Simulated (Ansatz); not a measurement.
A nudged elastic band was laid between two geometries of C3H7BSi (12 atoms, charge 0, multiplicity 1).

The calculation used Ansatz, RKS B3LYP-D4/STO-3G.

```json
{
  "movable images": "7",
  "climbing image": "yes",
  "spring": "5.0 eV/Å²",
  "optimiser": "quadratic models (default)",
  "start path": "IDPP",
  "force threshold": "0.05 eV/Å",
  "iteration limit": "60",
  "end points": "relaxed"
}
```

Image 0:

```xyz
12
Properties=species:S:1:pos:R:3
B -1.365 -0.648 0.757
C -0.367 -0.306 -0.381
Si 1.354 -0.717 0.379
C -0.352 1.109 -0.838
C -0.332 2.256 -1.202
H -1.709 0.169 1.525
H -1.710 -1.761 0.904
H -0.467 -0.985 -1.247
H 1.611 0.144 1.508
H 2.348 -0.502 -0.646
H 1.381 -2.097 0.802
H -0.316 3.283 -1.528
```

Image 8:

```xyz
12
Properties=species:S:1:pos:R:3
B -1.263 -1.122 0.058
C -0.236 -0.128 -0.546
Si 1.423 -0.612 0.302
C -0.490 1.315 -0.293
C -0.688 2.483 -0.084
H -1.886 -0.843 1.012
H -1.355 -2.200 -0.396
H -0.067 -0.301 -1.624
H 2.455 0.246 -0.233
H 1.733 -1.992 0.005
H 1.319 -0.431 1.729
H -0.867 3.530 0.105
```

(1) Which bonds break or form, and what moves?

(2) Give the energies along the band, and the barrier.

(3) What is the geometry of the highest image?

Answers

(1) No bond is made or broken. The dihedral B1–C2–Si3–H11 goes from 57 to -62°. The two ends are copies of one structure, up to a mirror image or an exchange of like atoms.

(2) The forces met the threshold. The highest image is number 4 of 0 to 8, 3.5 kJ/mol above the ends, which have the same energy within 2 meV. A vibrational analysis at the climbing image gives one clearly imaginary mode, 89i cm⁻¹: a first-order saddle point. Limits of this set-up: minimal basis.

```json
{"image": "0", "path coordinate (Å)": "0.00", "energy (kJ/mol)": "0.0", "dihedral B1–C2–Si3–H11 (°)": "57"}
{"image": "1", "path coordinate (Å)": "0.55", "energy (kJ/mol)": "0.8", "dihedral B1–C2–Si3–H11 (°)": "43"}
{"image": "2", "path coordinate (Å)": "1.11", "energy (kJ/mol)": "2.2", "dihedral B1–C2–Si3–H11 (°)": "28"}
{"image": "3", "path coordinate (Å)": "1.66", "energy (kJ/mol)": "3.3", "dihedral B1–C2–Si3–H11 (°)": "13"}
{"image": "4", "path coordinate (Å)": "2.21", "energy (kJ/mol)": "3.5", "dihedral B1–C2–Si3–H11 (°)": "-1"}
{"image": "5", "path coordinate (Å)": "2.78", "energy (kJ/mol)": "2.9", "dihedral B1–C2–Si3–H11 (°)": "-17"}
{"image": "6", "path coordinate (Å)": "3.35", "energy (kJ/mol)": "1.7", "dihedral B1–C2–Si3–H11 (°)": "-32"}
{"image": "7", "path coordinate (Å)": "3.92", "energy (kJ/mol)": "0.5", "dihedral B1–C2–Si3–H11 (°)": "-47"}
{"image": "8", "path coordinate (Å)": "4.49", "energy (kJ/mol)": "0.0", "dihedral B1–C2–Si3–H11 (°)": "-62"}
```

(3) 
```xyz
12
Properties=species:S:1:pos:R:3
B -1.270 -1.032 0.266
C -0.268 -0.154 -0.532
Si 1.399 -0.660 0.307
C -0.462 1.316 -0.450
C -0.610 2.508 -0.375
H -1.806 -0.618 1.223
H -1.425 -2.153 -0.047
H -0.177 -0.465 -1.587
H 2.028 0.514 0.861
H 2.245 -1.271 -0.690
H 1.168 -1.615 1.369
H -0.746 3.575 -0.311
```

Time of the run: 2.1 min on 1 thread of AMD EPYC (Zen 3), on a shared host, peak memory 0.11 GiB.
